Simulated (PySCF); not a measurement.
Identify the unknown among the candidates.

All candidates are C9H8O.

| technique | computed result |
| --- | --- |
| UV, first state | lowest singlet excitation: 4.84 eV (256 nm, f = 0.113) [TDDFT CAM-B3LYP/def2-SVPD] |
| Rotational structure | rotational constants A, B, C: 3.186, 0.682, 0.564 GHz [PBE0-D3(BJ)/def2-SVP] |
| UV, strongest line | among the 6 lowest singlet transitions: S5 at 6.18 eV (201 nm, f = 0.351) [TDDFT CAM-B3LYP/def2-SVPD] |
| Polarisability | 115.7 au [CAM-B3LYP/def2-SVPD] |
| Dipole | 1.78 D [CAM-B3LYP/def2-SVPD] |

The electronic properties come from PySCF, for the isolated species, density fitting. Levels stand in brackets. One conformer (not necessarily the lowest) at the PBE0-D3(BJ)/def2-SVP geometry, without solvent, vibrations or thermal averaging.

Question: Which candidate is it?
A. `O=C/C=C/c1ccccc1`
B. `O=C1CCc2ccccc21`
C. `CC#Cc1cccc(O)c1`
D. `C=Cc1ccc(C=O)cc1`

Answer: C. It is `CC#Cc1cccc(O)c1`. Numbering: `[CH3:1][C:2]#[C:3][c:4]1[cH:5][cH:6][cH:7][c:8]([OH:9])[cH:10]1`. Its formula, C9H8O, gives 6 degrees of unsaturation: 1 ring and 5 π bonds in the structure found (Kekulé form). By its constants the optimised geometry is an asymmetric top.

The others, at the same levels:
- `C=Cc1ccc(C=O)cc1` fails: its computed lowest singlet excitation is 3.85 eV (322 nm, f = 0.000) (against 4.84 eV), strongest line among the 6 lowest singlet transitions is S2 at 4.58 eV (271 nm, f = 0.575) (against S5 at 6.18 eV) and static isotropic polarisability is 117.4 au (against 115.7 au).
- `O=C1CCc2ccccc21` fails: its computed lowest singlet excitation is 3.96 eV (313 nm, f = 0.000) (against 4.84 eV), static isotropic polarisability is 103.3 au (against 115.7 au) and rotational constant A is 2.563 GHz (against 3.186 GHz).
- `O=C/C=C/c1ccccc1` fails: its computed lowest singlet excitation is 3.76 eV (330 nm, f = 0.000) (against 4.84 eV), static isotropic polarisability is 120.7 au (against 115.7 au) and rotational constant A is 4.892 GHz (against 3.186 GHz).

Each candidate is one conformer, not necessarily the lowest. The conformers computed, where there is a choice (atom-mapped SMILES and torsion angles):
- `[CH3:1][C:2]#[C:3][c:4]1[cH:5][cH:6][cH:7][c:8]([OH:9])[cH:10]1`: H–O9–C8–C7 180°
- `[CH2:1]=[CH:2][c:3]1[cH:4][cH:5][c:6]([CH:7]=[O:8])[cH:9][cH:10]1`: C1–C2–C3–C4 180°, C5–C6–C7–O8 0°
- `[O:1]=[CH:2]/[CH:3]=[CH:4]/[c:5]1[cH:6][cH:7][cH:8][cH:9][cH:10]1`: O1–C2–C3–C4 -179°, C3–C4–C5–C6 1°
